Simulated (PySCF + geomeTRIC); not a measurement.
Species: CH₉NSi₂, SMILES `C[SiH2][SiH2]N` (C–Si–Si–N torsion -63°, Si–Si–N–H torsion -53°) (charge 0, multiplicity 1).

Question: Give a relaxed geometry from PBE0-D4/def2-TZVP in PySCF + geomeTRIC.

Answer: Several could match; the one computed here: the end point of this relaxation, one of several conformers (outside a Z-matrix the atoms follow the SMILES, hydrogens last).
Z-matrix (Å, degrees):
```
Si
H 1 1.4916
H 1 1.4941 2 106.97
C 1 1.8768 2 110.55 3 119.48
H 4 1.0920 1 110.35 2 178.46
H 4 1.0921 5 108.45 1 -121.94
H 4 1.0921 5 107.95 6 -117.12
Si 1 2.3410 2 109.31 3 -117.30
N 8 1.7295 1 108.08 2 174.76
H 9 1.0079 8 118.86 1 -53.18
H 9 1.0082 10 110.26 8 142.92
H 8 1.4904 9 106.78 10 -172.49
H 8 1.4981 12 106.20 9 123.59
```
